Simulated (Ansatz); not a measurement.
Stepwise reaction of `CO[SiH2]S[SiH3]` with hydrogen fluoride, as a gas-phase model of exchange steps in deposition or etching. ΔE in kJ/mol.

Program: Ansatz. Geometries: PBE0-D4/def2-TZVP. ΔE: electronic, gas phase. CCSD(T)/CBS adds triple-zeta CCSD(T) − MP2 to the extrapolated MP2 energy (def2 sets, frozen cores). This one scheme is used for every species. Functionals use def2-TZVPP. B3LYP here is the variant with VWN-RPA as its local correlation; programs differ in this. One conformer a species, not always the lowest.

| step | reaction | PBE-D4 | B3LYP-D4 | ωB97M-V | CCSD(T)/CBS |
| --- | --- | --- | --- | --- | --- |
| 1 | `CO[SiH2]S[SiH3]` + H–F → `CO[SiH2]S[SiH2]F` + H₂ | -106.2 | -116.9 | -115.9 | -111.2 |

Question: Give the row of step 2, `CO[SiH2]S[SiH2]F` + H–F → `CO[SiH](F)S[SiH2]F` + H₂. (Best estimate.)

Answer: The calculation gave: 
```
step                                              reaction  PBE-D4  B3LYP-D4  ωB97M-V  CCSD(T)/CBS
   2  `CO[SiH2]S[SiH2]F` + H–F → `CO[SiH](F)S[SiH2]F` + H₂  -129.8    -136.3   -137.7       -133.9
```

Question: By hand: ΔE of the 2 steps together at CCSD(T)/CBS.

Answer: (-111.2) + (-133.9) = -245.1 kJ/mol, or -122.6 kJ/mol a step.

In ΔE each step is lower than the one before. All are downhill at CCSD(T)/CBS. PBE-D4 differs from CCSD(T)/CBS by 4.1 to 5.0 kJ/mol a step. Isolated molecules leave out the surface, adducts and barriers. Largest T1 diagnostic: 0.012.
